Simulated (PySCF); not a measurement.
Cartesian coordinates in Å; atom numbers follow the order of the lines, from 1:
```xyz
23

C     3.8846    1.7604   -0.5991
C     3.5085    0.6196    0.3421
C     2.2894   -0.1222   -0.1068
C     1.1481   -0.2668    0.5842
Si   -0.3256   -1.1989   -0.0716
N    -1.7341   -0.1807   -0.1919
Si   -3.3297   -0.3863    0.4788
C    -4.6416   -0.6570   -0.8360
H     3.0739    2.5024   -0.6640
H     4.0785    1.3911   -1.6188
H     4.7920    2.2786   -0.2542
H     4.3528   -0.0919    0.3973
H     3.3538    1.0006    1.3646
H     2.3589   -0.5708   -1.1100
H     1.0890    0.1937    1.5811
H     0.0899   -1.7595   -1.4001
H    -0.7167   -2.3229    0.8325
H    -1.5916    0.6799   -0.7165
H    -3.2612   -1.5644    1.3950
H    -3.7159    0.8248    1.2758
H    -5.6344   -0.7923   -0.3777
H    -4.7010    0.2079   -1.5157
H    -4.4136   -1.5495   -1.4392
```

Geometry: PBE0-D3(BJ)/def2-SVP; GIAO shifts from PySCF, gas phase, non-relativistic, averaged over equivalent atoms.

At wB97X-D/pcSseg-1 (225 basis functions, 110 s wall time on 1 thread of an Arm Neoverse N1, shared host):
```
      atoms  δ (ppm)
         C3    164.7
         C4    134.0
         C2     34.1
         C1     16.1
         C8      1.5
        Si7    -24.4
        Si5    -25.6
         N6     20.8
        H14     6.36
        H15     5.87
    H16/H17     4.77
    H19/H20     4.74
    H12/H13     2.01
 H9/H10/H11     1.03
H21/H22/H23     0.20
        H18    -0.54
```

References, each an isolated molecule treated in the same way: ¹³C (σref 184.54) and ²⁹Si (σref 352.93) and ¹H (σref 31.38) vs TMS; ¹⁵N (σref 263.98) vs NH3.

Question: What do these become at PBE0/pcSseg-1?

Answer: 
| atoms | δ at PBE0/pcSseg-1 | change |
| --- | --- | --- |
| C3 | 164.1 | -0.6 |
| C4 | 133.9 | -0.1 |
| C2 | 35.2 | +1.1 |
| C1 | 15.9 | -0.2 |
| C8 | 1.5 | +0.0 |
| Si7 | -23.9 | +0.5 |
| Si5 | -25.4 | +0.2 |
| N6 | 23.8 | +3.0 |
| H14 | 6.39 | +0.03 |
| H15 | 5.91 | +0.04 |
| H16/H17 | 4.86 | +0.09 |
| H19/H20 | 4.82 | +0.08 |
| H12/H13 | 2.08 | +0.07 |
| H9/H10/H11 | 1.03 | +0.00 |
| H21/H22/H23 | 0.21 | +0.01 |
| H18 | -0.53 | +0.01 |

References, each an isolated molecule treated in the same way: TMS for ¹³C (184.41 ppm), ²⁹Si (351.99 ppm), ¹H (31.27 ppm); ¹⁵N (265.67 ppm) vs NH3.

The largest change is at N6 (nitrogen bonded to 2 Si, H). Cost: 225 basis functions, 84 s wall time on 1 thread of an Arm Neoverse N1, shared host. The order of the carbon signals is the same at both levels.

Experimental scales use liquid or dissolved standards, which lie at an offset from isolated NH3 (liquid NH3: subtract about 20 ppm).
